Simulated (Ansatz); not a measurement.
Abridged output of a molecular run in Ansatz:

```
Functional definition: HF
1625 factors; integrals over basis functions are off by at most 9.3e-4 eV
mean field evaluation 1: about -57569.9164 eV, gradient 5.2e1 eV
mean field evaluation 2: about -57570.1033 eV, gradient 5.2e1 eV
mean field evaluation 4: about -57575.9928 eV, gradient 5.5e0 eV
mean field evaluation 8: about -57576.0980 eV, gradient 3.9e-1 eV
mean field -57576.09866245 eV, -2115.8825993637 hartree, gradient 7.8e-6 eV, S^2 0.000000; 0 other end points of the search recorded, 0 dependent functions left out
13 core orbitals not correlated: weight in the atoms' cores, before any rotation towards them, 1.000 or more for the frozen orbitals, at most 0.000 for the correlated occupied ones
reference -57576.09866245 eV, -2115.8825993637 hartree; 19, 19 occupied and 238, 238 virtual orbitals, 1625 factors
second order -26.19216692 eV of doubles, -0.00000000 eV of singles
cycle   1  -26.15052559 eV  change    4.2e-2 eV  update   1.3e-1
cycle   2  -26.89994565 eV  change   -7.5e-1 eV  update   4.4e-2
cycle   3  -27.08661504 eV  change   -1.9e-1 eV  update   2.4e-2
cycle   4  -27.07234811 eV  change    1.4e-2 eV  update   6.2e-3
cycle   5  -27.06952152 eV  change    2.8e-3 eV  update   3.1e-3
cycle   6  -27.07086394 eV  change   -1.3e-3 eV  update   1.0e-3
cycle   7  -27.07060031 eV  change    2.6e-4 eV  update   4.7e-4
cycle   8  -27.07055287 eV  change    4.7e-5 eV  update   1.5e-4
cycle   9  -27.07058634 eV  change   -3.3e-5 eV  update   5.3e-5
cycle  10  -27.07057871 eV  change    7.6e-6 eV  update   1.8e-5
perturbative correction -1.13005952 eV, -0.0415289215 hartree
Total energy: -57604.29930069 eV, -2116.9189537038 hartree
```

Its atoms:

Cartesian coordinates in Å:
```
C 1.381 0.313 -0.623
C 0.208 -0.208 -0.964
C -0.492 -1.292 -0.222
Ga -1.712 1.096 2.574
O -0.645 1.997 1.434
H 1.924 -0.038 0.249
H 1.843 1.100 -1.208
H -0.298 0.175 -1.848
H -0.637 -2.170 -0.859
H -1.493 -0.973 0.090
H 0.067 -1.600 0.663
H -0.144 1.599 0.713
```

(1) Which basis set was used?
A. cc-pV(D+d)Z
B. def2-QZVPP
C. def2-TZVPP
D. def2-SVPD

(2) Write the keys of the input that set method, charge and spin (a neutral closed shell needs none for the last two).

Results:

(1) C. It gives 270 functions.

(2) 
```yaml
correlation: {method: ccsd_t}
```
